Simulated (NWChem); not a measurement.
System: CdHSF; SMILES [SH][Cd][F]

Here is an NWChem input.

```
start job
memory heap 200 mb stack 900 mb global 1100 mb
geometry units angstroms noautosym nocenter noautoz
  Cd    -0.493070     0.087540     0.000000
  F     -0.639469     2.013877     0.000000
  S     -0.342703    -2.232456     0.000000
  H      1.009672    -2.223748     0.000000
end
basis spherical
  * library def2-svpd
end
ecp
  Cd library def2-ecp
end
dft
  xc xpbe96 cpbe96
  iterations 150
end
property
  response 1 0.0
end
task dft property
```

NWChem printed, in part:

```
             Northwest Computational Chemistry Package (NWChem) 7.3.0
             --------------------------------------------------------

                             Geometry "geometry" -> ""
                             -------------------------

 Output coordinates in angstroms (scale by  1.889725989 to convert to a.u.)

  No.       Tag          Charge          X              Y              Z
 ---- ---------------- ---------- -------------- -------------- --------------
    1 Cd                  48.0000    -0.49307000     0.08754000     0.00000000
    2 F                    9.0000    -0.63946900     2.01387700     0.00000000
    3 S                   16.0000    -0.34270300    -2.23245600     0.00000000
    4 H                    1.0000     1.00967200    -2.22374800     0.00000000

 Effective nuclear repulsion energy (a.u.)     327.5644952870

                                 NWChem DFT Module
                                 -----------------

 Summary of "ao basis" -> "ao basis" (spherical)
 ------------------------------------------------------------------------------
       Tag                 Description            Shells   Functions and Types
 ---------------- ------------------------------  ------  ---------------------
 Cd                        def2-svpd                12       34   5s4p2d1f
 F                         def2-svpd                 9       23   4s3p2d
 S                         def2-svpd                11       27   5s4p2d
 H                         def2-svpd                 4        8   2s2p

            General Information
            -------------------
          SCF calculation type: DFT
          Wavefunction type:  closed shell.
          No. of atoms     :     4
          No. of electrons :    46
           Alpha electrons :    23
            Beta electrons :    23
          Charge           :     0
          Spin multiplicity:     1
          Use of symmetry is: off; symmetry adaption is: off
          Maximum number of iterations: 150
          AO basis - number of functions:    92
                     number of shells:    36
          Convergence on energy requested:  1.00D-06
          Convergence on density requested:  1.00D-05
          Convergence on gradient requested:  5.00D-04

              XC Information
              --------------
          PerdewBurkeErnzerhof Exchange Functional  1.000
            Perdew 1991 LDA Correlation Functional  1.000 local
           PerdewBurkeErnz. Correlation Functional  1.000 non-local

             Grid Information
             ----------------
          Grid used for XC integration:  medium
          Radial quadrature: Mura-Knowles
          Angular quadrature: Lebedev.
          Tag              B.-S. Rad. Rad. Pts. Rad. Cut. Ang. Pts.
          ---              ---------- --------- --------- ---------
          Cd                  1.55      123          11.0       590
          F                   0.50       49          14.0       434
          S                   1.00       88          12.0       590
          H                   0.35       45          13.0       434
          Grid pruning is: on
          Number of quadrature shells:   305
          Spatial weights used:  Erf1

      Superposition of Atomic Density Guess
      -------------------------------------

 Sum of atomic energies:        -689.12162648

      Non-variational initial energy
      ------------------------------

 Total energy =    -664.190904
 1-e energy   =   -1287.551608
 2-e energy   =     472.169932
 HOMO         =      -0.323083
 LUMO         =      -0.078181

   convergence    iter        energy       DeltaE   RMS-Dens  Diis-err
 ---------------- ----- ----------------- --------- --------- ---------
 d= 0,ls=0.0,diis     1   -665.8446204701 -8.17D+02  3.29D-02  8.81D-01
 d= 0,ls=0.0,diis     2   -663.3321375089  2.51D+00  2.38D-02  2.61D+01
 d= 0,ls=0.0,diis     3   -665.9358565415 -2.60D+00  6.75D-03  1.81D-01
 d= 0,ls=0.0,diis     4   -665.9432230971 -7.37D-03  3.57D-03  1.03D-01
 d= 0,ls=0.0,diis     5   -665.9604381776 -1.72D-02  5.22D-04  1.39D-03
  Resetting Diis
 d= 0,ls=0.0,diis     6   -665.9605461457 -1.08D-04  2.13D-04  5.09D-04
 d= 0,ls=0.0,diis     7   -665.9605966346 -5.05D-05  1.48D-04  3.41D-05
 d= 0,ls=0.0,diis     8   -665.9605804914  1.61D-05  9.48D-05  1.84D-04
 d= 0,ls=0.0,diis     9   -665.9606005243 -2.00D-05  2.22D-05  6.89D-06
 d= 0,ls=0.0,diis    10   -665.9606011729 -6.49D-07  5.61D-06  4.82D-07

         Total DFT energy =     -665.960601172867
      One electron energy =    -1287.955692349936
           Coulomb energy =      522.451349532152
    Exchange-Corr. energy =      -51.647030596164
 Nuclear repulsion energy =      151.190772241081

 Numeric. integr. density =       45.999983034145

                       DFT Final Molecular Orbital Analysis
                       ------------------------------------

 Vector   21  Occ=2.000000D+00  E=-3.006352D-01
              MO Center= -6.3D-01,  1.8D+00, -8.5D-09, r^2= 1.1D+00
   Bfn.  Coefficient  Atom+Function         Bfn.  Coefficient  Atom+Function
  ----- ------------  ---------------      ----- ------------  ---------------
    41      0.638311  2 F  pz                44     -0.418482  2 F  pz
    19      0.164126  1 Cd d -1              47     -0.130582  2 F  pz
    71     -0.076643  3 S  pz                 8      0.061862  1 Cd pz
    11     -0.061074  1 Cd pz                68     -0.055412  3 S  pz
    65     -0.032386  3 S  pz                54      0.029264  2 F  d -1

 Vector   22  Occ=2.000000D+00  E=-2.976250D-01
              MO Center= -5.7D-01,  3.7D-01, -2.6D-09, r^2= 5.0D+00
   Bfn.  Coefficient  Atom+Function         Bfn.  Coefficient  Atom+Function
  ----- ------------  ---------------      ----- ------------  ---------------
    39      0.497645  2 F  px                42     -0.326594  2 F  px
    70      0.295917  3 S  py                67      0.235384  3 S  py
     4      0.222592  1 Cd s                 18      0.173981  1 Cd d -2
    60     -0.138659  3 S  s                 64      0.134922  3 S  py
     2     -0.123129  1 Cd s                 45     -0.101840  2 F  px

 Vector   23  Occ=2.000000D+00  E=-2.401619D-01
              MO Center= -3.1D-01, -2.0D+00, -7.8D-10, r^2= 2.1D+00
   Bfn.  Coefficient  Atom+Function         Bfn.  Coefficient  Atom+Function
  ----- ------------  ---------------      ----- ------------  ---------------
    71      0.579416  3 S  pz                68      0.444753  3 S  pz
    65      0.250720  3 S  pz                19      0.157420  1 Cd d -1
    41      0.101396  2 F  pz                74      0.100481  3 S  pz
    44     -0.064731  2 F  pz                 8     -0.055020  1 Cd pz
    11      0.050695  1 Cd pz                17      0.034494  1 Cd pz

 Vector   24  Occ=0.000000D+00  E=-1.043425D-01
              MO Center= -4.0D-01, -2.8D-01, -2.0D-08, r^2= 5.1D+00
   Bfn.  Coefficient  Atom+Function         Bfn.  Coefficient  Atom+Function
  ----- ------------  ---------------      ----- ------------  ---------------
     5      0.779825  1 Cd s                  4      0.578597  1 Cd s
    70     -0.385917  3 S  py                 2     -0.314181  1 Cd s
    67     -0.255545  3 S  py                22     -0.251821  1 Cd d  2
    38     -0.250727  2 F  s                 40     -0.251170  2 F  py
    61     -0.191365  3 S  s                 43      0.189750  2 F  py

 Vector   25  Occ=0.000000D+00  E=-5.242348D-02
              MO Center= -5.7D-01, -2.1D-01,  1.2D-09, r^2= 5.0D+00
   Bfn.  Coefficient  Atom+Function         Bfn.  Coefficient  Atom+Function
  ----- ------------  ---------------      ----- ------------  ---------------
    12      0.668681  1 Cd px                 9      0.288988  1 Cd px
     6     -0.258734  1 Cd px                86     -0.194668  4 H  s
    85     -0.168040  4 H  s                 15      0.151866  1 Cd px
    61      0.144739  3 S  s                 39      0.141258  2 F  px
    42     -0.099934  2 F  px                45     -0.100028  2 F  px

 Vector   26  Occ=0.000000D+00  E=-3.830647D-02
              MO Center= -4.8D-01, -8.1D-02,  1.5D-08, r^2= 5.2D+00
   Bfn.  Coefficient  Atom+Function         Bfn.  Coefficient  Atom+Function
  ----- ------------  ---------------      ----- ------------  ---------------
    14      0.799648  1 Cd pz                11      0.301644  1 Cd pz
     8     -0.257553  1 Cd pz                71     -0.242205  3 S  pz
    68     -0.146949  3 S  pz                41      0.144347  2 F  pz
    17      0.110014  1 Cd pz                47     -0.105248  2 F  pz
    44     -0.104319  2 F  pz                65     -0.078647  3 S  pz

     Multipole analysis of the density
     ---------------------------------

     L   x y z        total         alpha         beta         nuclear
     -   - - -        -----         -----         ----         -------
     0   0 0 0      0.000000    -23.000000    -23.000000     46.000000

     1   1 0 0      0.298664     19.131815     19.131815    -37.964967
     1   0 1 0     -0.635471     16.753436     16.753436    -34.142343
     1   0 0 1     -0.000000     -0.000000     -0.000000      0.000000

[...]

 DFT Linear Response polarizability / au
 Frequency  =       0.0000000 / au
              X              Y              Z
 -----------------------------------------------
 X      42.1739288     -3.4591733     -0.0000000
 Y      -3.4591859     76.0735883      0.0000002
 Z      -0.0000000      0.0000002     43.3192737
 -----------------------------------------------
 Eigenvalues =      41.8245502     76.4229668     43.3192737
 Isotropic   =      53.8555969
 Anisotropic =      33.8757962
 -----------------------------------------------

 Magnetic Dipole Response Matrix (nonzero elements):

 Exiting AOResponse driver routine
```

Level: PBE/def2-SVPD with def2 effective core potentials on Cd. Coordinates come from a PBE0/def2-SVP optimisation. Not confirmed as a minimum by frequencies. def2 effective core potentials on Cd; no spin-orbit coupling.
